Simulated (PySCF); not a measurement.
Job for PySCF: R-HF/3-21G on ClFGeH2 (SMILES [F][GeH2][Cl]), a point of a bond scan (R = 3.764 Å).

```python
from pyscf import gto, scf, dft, mp
from pyscf.data.elements import chemcore

mol = gto.M(
    atom='''
    Ge   -0.48721924   -0.28782149    0.04175761
    F    -1.17043530    1.31354765    0.03434333
    Cl    3.24268375    0.14346571   -0.21960884
    H    -0.82640627   -0.91124549    1.39620161
    H    -0.99927659   -0.99707760   -1.21242615
    ''',
    basis='3-21g',
    charge=0, spin=0, verbose=3, max_memory=1800)
mf = scf.RHF(mol)
mf.conv_tol = 1e-8
mf.max_cycle = 100
mf.kernel()
if not mf.converged:
    mf = mf.newton().run(mf.mo_coeff, mf.mo_occ)
```

Question: Give the final energy of this run.

Answer: -2622.6343 hartree.
